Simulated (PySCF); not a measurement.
**CsIn⁺: energy against distance**

Set-up: PySCF, scalar-relativistic core potentials, basis sets Cs def2-SVPD with ECP46, In def2-SVPD with ECP28. Energies in eV from Cs⁺ + In in their ground configurations at the same level. All curves are PBE0. state 1: ²Σ⁺ (doublet), unpaired electrons σ ↑; state 2: ²Π (doublet), unpaired electrons π ↑, a second solution, started from another occupation; state 3: ⁴Π (quartet), unpaired electrons σ ↑↑, π ↑, a second solution, started from another occupation.

| R (Å) | state 1 | state 2 | state 3 |
| --- | --- | --- | --- |
| 3.833 | -0.3386 | 0.0093 | 4.1753 |
| 4.011 | -0.4057 | -0.0072 | 4.1247 |
| 4.190 | -0.4414 | -0.0133 | 4.0993 |
| 4.323 | -0.4537 | -0.0142 | 4.0916 |
| 4.457 | -0.4570 | -0.0133 | 4.0909 |
| 4.591 | -0.4538 | -0.0115 | 4.0951 |
| 4.769 | -0.4422 | -0.0084 | 4.1059 |
| 4.992 | -0.4203 | -0.0043 | 4.1244 |
| 5.259 | -0.3879 | 0.0000 | 4.1498 |
| 5.616 | -0.3409 | 0.0045 | 4.1843 |

Task: Put a parabola through the three lowest points of the state 1 curve and estimate Re, k and ωe (reduced mass 61.63 u; 1 eV/Å² = 0.16022 mdyn/Å; ωe = 1302.8·√(k/μ) cm⁻¹).

Result: Through R = 4.323, 4.457, 4.591 Å the second-order coefficient is 0.181 eV/Å², so Re ≈ 4.458 Å, k ≈ 0.0580 mdyn/Å and ωe ≈ 40 cm⁻¹. A polynomial fit of higher order to the unrounded PBE0 energies gives Re = 4.451 Å, k = 0.0592 mdyn/Å, ωe = 40.4 cm⁻¹; anharmonicity and rounding make the difference.

The higher-order fit for each curve: state 1: Re = 4.451 Å, ωe = 40.4 cm⁻¹, De = 0.457 eV; state 2: Re = 4.311 Å, ωe = 21.2 cm⁻¹, minimum 0.014 eV below the ground-state fragments; state 3: Re = 4.405 Å, ωe = 37.2 cm⁻¹, minimum 4.09 eV above the ground-state fragments.

Spin–orbit coupling is left out, which matters for elements this heavy, above all for dissociation energies. For an ion De counts to the pair picked by the measured ionisation energies or electron affinities, which need not be the lowest pair at this level. Counting both spins, an empty level lies below a filled one in some of these solutions, because spin and occupation are held. The state was picked by a PBE0 search and need not be the measured ground state.
